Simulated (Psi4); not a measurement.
F6Ir (SMILES [F][Ir]([F])([F])([F])([F])[F]), quartet (typed; the unrestricted solution is spin-contaminated), geometry from GFN2-xTB (such geometries of metal compounds can be far from the true shape) (core potentials on Ir), with bond 4-1 at 1.8 times its length; HF/def2-SVP (Psi4).

Here is a job for Psi4.
```
memory 2 GB

molecule {
0 4
  Ir   -0.00000000   -0.00000000   -0.00000000
  F     1.12482992   -0.44500667   -1.40311054
  F    -1.12482992    0.44500667    1.40311054
  F    -2.09173356    1.46779718   -2.14240000
  F    -0.90351186   -1.60281454   -0.21597302
  F     0.90351186    1.60281454    0.21597302
  F     1.16207420   -0.81544288    1.19022222
}

set basis def2-svp
set reference uhf
set stability_analysis follow
set scf_type pk

energy('scf')
print_variables()
```

It wrote (shortened):

```
   => Loading Basis Set <=

    Name: DEF2-SVP
    Role: ORBITAL
    Keyword: BASIS

    !!!  WARNING: ECP capability is in beta. Please check occupations closely.  !!!

         ---------------------------------------------------------
                                   SCF
               by Justin Turney, Rob Parrish, Andy Simmonett
                          and Daniel G. A. Smith
                              UHF Reference
         ---------------------------------------------------------

  ==> Geometry <==

    Molecular point group: c1
    Full point group: C1

    Geometry (in Angstrom), charge = 0, multiplicity = 4:

       Center              X                  Y                   Z               Mass
    ------------   -----------------  -----------------  -----------------  -----------------
         IR           0.057539830947    -0.040376462341     0.058933573790   192.962921600000
         F            1.182369750947    -0.485383132341    -1.344176966210    18.998403162730
         F           -1.067290089053     0.404630207659     1.462044113790    18.998403162730
         F           -2.034193729053     1.427420717659    -2.083466426210    18.998403162730
         F           -0.845972029053    -1.643191002341    -0.157039446210    18.998403162730
         F            0.961051690947     1.562438077659     0.274906593790    18.998403162730
         F            1.219614030947    -0.855819342341     1.249155793790    18.998403162730

  Running in c1 symmetry.

  Rotational constants: A =      0.06464  B =      0.04170  C =      0.04170 [cm^-1]
  Rotational constants: A =   1937.73231  B =   1250.07161  C =   1250.07161 [MHz]
  Nuclear repulsion =  450.029969011097251

  Charge       = 0
  Multiplicity = 4
  Electrons    = 71
  Nalpha       = 37
  Nbeta        = 34

  ==> Algorithm <==

  SCF Algorithm Type is PK.
  DIIS enabled.
  MOM disabled.
  Fractional occupation disabled.
  Guess Type is SAD.
  Energy threshold   = 1.00e-06
  Density threshold  = 1.00e-06
  Integral threshold = 1.00e-12

  ==> Primary Basis <==

  Basis Set: DEF2-SVP
    Blend: DEF2-SVP
    Number of shells: 48
    Number of basis functions: 116
    Number of Cartesian functions: 127
    Spherical Harmonics?: true
    Max angular momentum: 3

  Core potential: DEF2-SVP
    Number of shells: 4
    Number of ECP primitives: 10
    Number of ECP core electrons: 60
    Max angular momentum: 3

  ==> Integral Setup <==

  Using in-core PK algorithm.
[...]
    Wavefunction unstable!
    Rotating orbitals by 0.5 * pi / 2 radians along unstable eigenvector.
    Wavefunction unstable!
    Rotating orbitals by 0.5 * pi / 2 radians along unstable eigenvector.
[...]
    There's still a negative eigenvalue. Try modifying FOLLOW_STEP_SCALE
    or increasing MAX_ATTEMPTS (not available for PK integrals).

  ==> Post-Iterations <==

   @Spin Contamination Metric:   3.551989913E-01
   @S^2 Expected:                3.750000000E+00
   @S^2 Observed:                4.105198991E+00
   @S   Expected:                1.500000000E+00
   @S   Observed:                1.500000000E+00

    Orbital Energies [Eh]
    ---------------------

    Alpha Occupied:

[...]
      37A     -0.627940

    Alpha Virtual:

[...]
     116A    359.077860

    Beta Occupied:

[...]
      34A     -0.523878

    Beta Virtual:

[...]
     116A    359.078614

    Final Occupation by Irrep:
              A
    DOCC [    34 ]
    SOCC [     3 ]
    NA   [    37 ]
    NB   [    34 ]

  @UHF Final Energy:  -699.33125970424749

   => Energetics <=

    Nuclear Repulsion Energy =            450.0299690110972506
    One-Electron Energy =               -1909.0807356771542800
    Two-Electron Energy =                 759.7195069618094294
    Total Energy =                       -699.3312597042474863

  UHF NO Occupations:
  HONO-2 :   35  A 1.0000000
  HONO-1 :   36  A 1.0000000
  HONO-0 :   37  A 1.0000000
  LUNO+0 :   38  A 0.9351585
  LUNO+1 :   39  A 0.0074362
  LUNO+2 :   40  A 0.0036562
  LUNO+3 :   41  A 0.0010372

Computation Completed

Properties will be evaluated at   0.000000,   0.000000,   0.000000 [a0]

Properties computed using the SCF density matrix

 Multipole Moments:

 ------------------------------------------------------------------------------------
     Multipole            Electronic (a.u.)      Nuclear  (a.u.)        Total (a.u.)
 ------------------------------------------------------------------------------------

 L = 1.  Multiply by 2.5417464519 to convert [e a0] to [Debye]
 Dipole X            :          7.6716952           -8.0910632           -0.4193679
 Dipole Y            :         -5.3833427            5.6776063            0.2942637
 Dipole Z            :          7.8575416           -8.2870467           -0.4295052
 Magnitude           :                                                    0.6685322

 ------------------------------------------------------------------------------------

  Variable Map:
  ----------------------------------------------------------------------------
[...]
  Array Variable Map:
  ----------------------------------------------------------------------------
[...]
[...]
```

The run did not converge; its last values are not results.
